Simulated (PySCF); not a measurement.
In(vinyl)(OH)(OMe) (C3H7InO2), SMILES C=[CH][In]([OH])[O]C.

Coordinates come from a PBE0-D3(BJ)/def2-SVP optimisation. The def2 effective core potentials stand for the cores of In; spin–orbit coupling is left out. One conformer was computed; it need not be the lowest.

Level of theory: PBE0-D3(BJ)/def2-SVP run with PySCF.

Frequencies are harmonic and unscaled.

```csv
mode,ν (cm⁻¹),IR (km/mol),moving atoms (share of kinetic energy)
1,50,0.5,"H 47 %, C 38 %, O 12 %"
2,67,1.8,"C 61 %, H 20 %, In 9 %, O 9 %"
3,83,1.5,"O 40 %, H 38 %, C 21 %"
4,95,1.5,"H 56 %, O 22 %, In 13 %, C 9 %"
5,105,10.2,"O 56 %, H 15 %, In 15 %, C 14 %"
6,153,11.4,"H 36 %, O 35 %, In 16 %, C 13 %"
7,206,14.4,"C 39 %, O 38 %, H 21 %"
8,272,13.5,"C 61 %, H 19 %, In 14 %"
9,333,125.3,"H 91 %, O 9 %"
10,456,21.1,"H 68 %, C 31 %"
11,507,0.9,"C 52 %, O 30 %, H 17 %"
12,533,75.7,"O 43 %, C 27 %, In 19 %, H 11 %"
13,620,88.0,"O 82 %, In 14 %"
14,823,85.1,H 92 %
15,994,12.3,"H 88 %, C 12 %"
16,995,28.8,"H 72 %, C 28 %"
17,1041,13.6,H 94 %
18,1162,169.0,"O 41 %, C 40 %, H 19 %"
19,1174,0.1,"H 76 %, C 19 %"
20,1196,37.8,"H 61 %, C 23 %, O 16 %"
21,1245,15.4,"H 73 %, C 27 %"
22,1415,9.7,"H 84 %, C 16 %"
23,1471,0.6,H 95 %
24,1474,1.8,H 96 %
25,1479,41.3,"H 89 %, C 10 %"
26,1668,3.5,"C 85 %, H 15 %"
27,2957,107.4,H 97 %
28,3016,71.1,"H 90 %, C 10 %"
29,3065,58.6,"H 91 %, C 9 %"
30,3132,11.3,H 95 %
31,3181,4.1,"H 91 %, C 9 %"
32,3230,3.3,"H 89 %, C 11 %"
33,3886,65.3,H 94 %
```
